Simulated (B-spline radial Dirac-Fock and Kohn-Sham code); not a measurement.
**Run log: Sm**

ΔSCF core binding energies without Breit or QED terms, calculated with a radial finite-basis atomic code. Keys: rel is the Hamiltonian (dirac, or spin-free x2c and nr, where L3 and M5 stand for the whole 2p and 3d shells), method is hf or an exchange,correlation pair (spin-unpolarised, also for the hole states), nuc the nuclear model, radius_factor scales its radius, rmax is the box in bohr, h the logarithmic mesh step, order the B-spline order, points the quadrature points per cell, c_factor scales the speed of light, and damp, ndamp, maxit and tol steer the iteration. The run stops when the commutator error falls below 10·tol·max(1, Z/10), or the numerical noise floor, and the energy has settled to about 1e-8 Ha; the virial ratio is −V/T.

Input (task.json):

```json
{"items": [{"Z": 62, "q": 0, "cfg": [[1, 0, 2], [2, 0, 2], [2, 1, 6], [3, 0, 2], [3, 1, 6], [3, 2, 10], [4, 0, 2], [4, 1, 6], [4, 2, 10], [4, 3, 6], [5, 0, 2], [5, 1, 6], [6, 0, 2]], "A": 152, "rrms": 5.0819, "do": "settings", "holes": ["K", "L3", "M5"],
  "settings": [{"rel": "dirac", "method": "hf", "nuc": "fermi", "radius_factor": 1.0, "rmax": 25.0, "h": 0.3, "order": 7, "points": 10, "c_factor": 1.0, "maxit": 60, "damp": 0.0, "ndamp": 3, "tol": 1e-08}]}]}
```

Command: `python xray2_run.py task.json out`

Ground-state iterations:

```
iter   energy (Ha)        error
   1   -10407.59970475  2.02e+00
   2   -10412.84358786  1.00e+00
   3   -10388.00690698  1.15e+00
   4   -10403.82084444  1.26e+00
   5   -10356.66819198  1.43e+00
   6   -10426.32225483  3.68e-01
   7   -10412.42601071  5.12e-01
   8   -10428.73560125  1.12e-01
   9   -10428.97709580  6.89e-02
  10   -10429.11676870  2.88e-02
  11   -10429.14565630  4.86e-03
  12   -10429.14732285  1.42e-03
  13   -10429.14745683  1.68e-04
  14   -10429.14745992  8.59e-05
  15   -10429.14746010  1.02e-05
  16   -10429.14746010  4.32e-07
```

The ground state converged in 16 iterations, with total energy -10429.14746 Ha, virial ratio 1.92244 and highest orbital energy -4.86 eV. ΔSCF binding energies: K (1s) 47030.7 eV, L3 (2p3/2) 6734.7 eV, M5 (3d5/2) 1085.0 eV.
